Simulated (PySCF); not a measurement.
**Question.** Give a PBE0-D3(BJ)/def2-SVP geometry of InChI=1S/C3H9BO2/c1-3(2)4(5)6/h3,5-6H,1-2H3.

**Answer.** 
Z-matrix in Å and degrees, rows numbered from 1:
```
C 
C   1  1.5312
C   2  1.5298  1  111.15
B   2  1.5797  1  110.00  3   123.25
O   4  1.3674  2  117.73  1   -66.18
O   4  1.3669  2  119.12  1   113.37
H   1  1.1029  2  111.33  3    57.00
H   1  1.1019  2  110.93  3   -62.66
H   1  1.1018  2  111.91  3   177.21
H   2  1.1034  1  108.49  3  -119.47
H   3  1.1016  2  110.93  1    62.21
H   3  1.1029  2  111.27  1   -57.58
H   3  1.1017  2  111.93  1  -177.78
H   5  0.9615  4  115.54  2   179.33
H   6  0.9621  4  115.22  2  -179.29
```

B4 (three-coordinate boron) is planar (angles 123.1°, 119.1° and 117.7°, sum 360.0°, 0.00 Å off the plane of its three neighbours). Of the pairs four or more bonds apart, H14···H15 is among the closest relative to their van der Waals radii: 2.30 Å, 96 % of the sum of Bondi's values. O5 (boron-bound oxygen) is bent (angle 115.5°).

Theory: PBE0-D3(BJ)/def2-SVP geometry optimisation, gas phase in PySCF.

Point group: near Cs, missed by 0.19 Å at most; the miss may be what the optimiser left on a soft mode. Whether it is a minimum is left open (no frequencies). The numbers are those of one conformer (C1–C2–B4–O5 -66°, C2–B4–O5–H 179°, C2–B4–O6–H -179°).
